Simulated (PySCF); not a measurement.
Pb(Br)(SiH3) (BrH₃PbSi), SMILES [SiH3][Pb][Br] (connectivity only; charge and spin as stated), neutral, multiplicity 1.

Geometry: PBE-D3(BJ)/def2-SVP. The structure was generated by enumeration; whether it is a known compound was not checked. The def2 effective core potentials stand for the cores of Pb; spin–orbit coupling is left out.

Level of theory: B3LYP/def2-TZVPD in PySCF.

The molecule is in vacuum.

total energy: -3058.50836 hartree
point group: Cs
highest occupied level: -6.34 eV
lowest empty level: -3.56 eV
orbital gap: 2.78 eV
dipole moment: 3.87 D
quadrupole, principal values (traceless, Buckingham form, about the centre of nuclear charge): -8.10, 0.55, 7.54 D·Å
mean static polarisability: 110.3 bohr³ (16.34 Å³)
polarisability, principal values: 75.2, 116.1, 139.5 bohr³
